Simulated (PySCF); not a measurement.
C4H11FSi, SMILES [SiH3][C@H](F)CCC.

Geometry: r2SCAN-D4/def2-SVP. The structure was generated by enumeration; whether it is a known compound was not checked. The values are those of a single conformer.

All values below come from SMD-PBE0/def2-SVP run with PySCF.

Solvation free energies are E(SMD) − E(gas) at the gas-phase geometry, for 1 M in both phases. In vacuum the dipole moment is 1.60 D.

Computed solvation free energies in water, diethylether, dimethylsulfoxide:
| solvent | ΔG(solv) (kcal/mol) | its non-electrostatic (CDS) part | dipole (D) |
|---|---|---|---|
| water | 1.3 | 4.2 | 2.18 |
| diethylether | -3.8 | -1.9 | 1.96 |
| dimethylsulfoxide | -2.2 | 0.6 | 2.17 |
